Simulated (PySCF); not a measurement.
## Excitation energy of Cr⁺ by level of theory

Cr⁺ [Ar] 3d5 (6S) → Cr⁺ [Ar] 3d4 4p1 (high-spin determinant), as a difference of total energies. Computed with PySCF 2.14 in x2c-QZVPPall, with the spin-free X2C one-electron Hamiltonian (Gaussian nucleus). Correlated levels: valence: [Ar] frozen. The calculations carry no spin-orbit coupling.

```json
{"method": "UHF", "excitation energy (eV)": "4.874"}
{"method": "MP2 (valence)", "excitation energy (eV)": "5.647"}
{"method": "SCS-MP2 (valence)", "excitation energy (eV)": "5.132"}
{"method": "CCSD (valence)", "excitation energy (eV)": "5.603"}
{"method": "CCSD(T) (valence)", "excitation energy (eV)": "5.627"}
```

Task: How much does correlation contribute at CCSD(T) (valence)?

Result: 5.627 − (4.874) = 0.753 eV, measured against UHF.

The basis was made for the ground configuration and has no added diffuse functions, so the excitation energy can come out too high.

The determinant of the upper state mixes LS terms, which raises its energy above the lowest term, most at the Hartree-Fock and MP2 levels.
